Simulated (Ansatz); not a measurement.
C2H5F2InO, SMILES `CC[O][In]([F])[F]`. Charge 0, multiplicity 1. In: def2 effective core potential. The geometry is a stationary point of PBE0-D4/def2-TZVP. It is one conformer, not always the lowest.

```xyz
11

C     1.204   -0.177    0.578
C     0.720    0.760   -0.505
O    -0.653    1.085   -0.393
In   -1.997   -0.319   -0.168
F    -1.619   -2.213   -0.339
F    -3.845    0.076    0.200
H     2.278   -0.358    0.488
H     0.707   -1.152    0.504
H     1.013    0.247    1.567
H     1.255    1.715   -0.439
H     0.937    0.335   -1.493
```

Task: What is the dipole moment at B3LYP/def2-TZVPP? (Estimate.)

Result: Ansatz gave: 3.06 D, with components (2.90, 0.95, -0.12) D in this frame, pointing from negative to positive charge.

Task: And with PBE, r2SCAN? (Best estimate.)

Result: Computed: PBE 3.02 D, r2SCAN 3.05 D.

Task: Give the Mulliken charges with B3LYP, r2SCAN, PBE in def2-TZVPP. (An estimate is asked.)

Result: Computed: 
```json
{"atom": "C1", "B3LYP": "-0.26", "r2SCAN": "-0.16", "PBE": "-0.26"}
{"atom": "C2", "B3LYP": "0.07", "r2SCAN": "0.17", "PBE": "0.04"}
{"atom": "O3", "B3LYP": "-0.47", "r2SCAN": "-0.48", "PBE": "-0.40"}
{"atom": "In4", "B3LYP": "1.18", "r2SCAN": "1.16", "PBE": "1.02"}
{"atom": "F5", "B3LYP": "-0.47", "r2SCAN": "-0.46", "PBE": "-0.42"}
{"atom": "F6", "B3LYP": "-0.45", "r2SCAN": "-0.45", "PBE": "-0.40"}
{"atom": "H7", "B3LYP": "0.08", "r2SCAN": "0.04", "PBE": "0.08"}
{"atom": "H8", "B3LYP": "0.08", "r2SCAN": "0.05", "PBE": "0.09"}
{"atom": "H9", "B3LYP": "0.09", "r2SCAN": "0.06", "PBE": "0.10"}
{"atom": "H10", "B3LYP": "0.08", "r2SCAN": "0.04", "PBE": "0.08"}
{"atom": "H11", "B3LYP": "0.07", "r2SCAN": "0.03", "PBE": "0.07"}
```

B3LYP here is the variant with VWN-RPA as its local correlation; programs differ in this.
